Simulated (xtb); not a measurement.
CH3 (SMILES [CH3-]), charge -1, singlet, geometry from GFN2-xTB; xtb 6.7.1 with GFN2-xTB with ALPB(ch2cl2).

Input for xtb:
```
$ xtb mol.xyz --gfn 2 --chrg -1 --alpb ch2cl2 --json

# file mol.xyz
4

C      0.09443537     0.09844229     0.10070566
H     -0.62720871    -0.62142525     0.62463322
H      0.66399153    -0.60849894    -0.59880803
H     -0.60339501     0.63927042    -0.63005917
```

It wrote (shortened):

```
   ID    Z sym.   atoms
    1    6 C      1
    2    1 H      2-4

           -------------------------------------------------
          |                Calculation Setup                |
           -------------------------------------------------

           -------------------------------------------------
          |                 G F N 2 - x T B                 |
           -------------------------------------------------

      * Solvation model:               ALPB
        Solvent                        ch2cl2
        Parameter file                 internal GFN2-xTB/ALPB
        Dielectric constant                8.9300E+00
        Reference state                gsolv [1 M gas/solution]
        Free energy shift                  4.1487E-03 Eh       2.6033E+00 kcal/mol
        Temperature                        2.9815E+02 K
        Density                            1.3300E+00 kg/L
        Solvent mass                       8.4930E+01 g/mol
        Interaction kernel             P16
        Born radius scaling (c1)           1.5691E+00
        Born radii integrator          GBOBC
        Born offset                        0.0000E+00 a0       0.0000E+00 AA
        H-bond correction              false
        Ion screening                  false
        Surface tension                    1.0000E-05 Eh       1.5569E+01 dyn/cm
        Grid points                               230 per atom

          ...................................................
          :                      SETUP                      :
          :.................................................:
          :  # basis functions                   7          :
          :  # atomic orbitals                   7          :
          :  # shells                            5          :
          :  # electrons                         8          :
          :  max. iterations                   250          :
          :  Hamiltonian                  GFN2-xTB          :
          :  restarted?                      false          :
          :  GBSA solvation                   true          :
          :  PC potential                    false          :
          :  electronic temp.          300.0000000     K    :
          :  accuracy                    1.0000000          :
          :  -> integral cutoff          0.2500000E+02      :
          :  -> integral neglect         0.1000000E-07      :
          :  -> SCF convergence          0.1000000E-05 Eh   :
[...]
         :: total energy              -3.823461076182 Eh    ::
[...]
         4        2.0000           -0.2111334              -5.7452 (HOMO)
         5                          0.2203805               5.9969 (LUMO)
         6                          0.2203805               5.9969
         7                          0.2271970               6.1823
      -------------------------------------------------------------
                  HL-Gap            0.4315140 Eh           11.7421 eV
             Fermi-level            0.0046235 Eh            0.1258 eV

     #   Z          covCN         q      C6AA      α(0)
     1   6 C        2.739    -0.313    36.762     9.927
     2   1 H        0.913    -0.229    13.291     5.702
     3   1 H        0.913    -0.229    13.291     5.702
     4   1 H        0.913    -0.229    13.291     5.702

 Mol. C6AA /au·bohr⁶  :        288.829211
 Mol. C8AA /au·bohr⁸  :       4985.749572
 Mol. α(0) /au        :         27.034410

Wiberg/Mayer (AO) data.
largest (>0.10) Wiberg bond orders for each atom

 ---------------------------------------------------------------------------
     #   Z sym  total        # sym  WBO       # sym  WBO       # sym  WBO
 ---------------------------------------------------------------------------
     1   6 C    2.842 --     3 H    0.947     2 H    0.947     4 H    0.947
     2   1 H    0.948 --     1 C    0.947
     3   1 H    0.948 --     1 C    0.947
     4   1 H    0.948 --     1 C    0.947
 ---------------------------------------------------------------------------

Topologies differ in total number of bonds
Writing topology from bond orders to xtbtopo.mol

molecular dipole:
                 x           y           z       tot (Debye)
 q only:        0.189       0.197       0.202
   full:       -0.203      -0.211      -0.216       0.925
molecular quadrupole (traceless):
                xx          xy          yy          xz          yz          zz
 q only:       -0.034       0.475       0.005       0.486       0.507       0.029
  q+dip:       -0.017       0.232       0.003       0.237       0.247       0.014
   full:        0.004      -0.062      -0.001      -0.064      -0.066      -0.004

           -------------------------------------------------
          | TOTAL ENERGY               -3.823461076182 Eh   |
          | GRADIENT NORM               0.005117077167 Eh/α |
          | HOMO-LUMO GAP              11.742092889093 eV   |
           -------------------------------------------------

normal termination of xtb
```
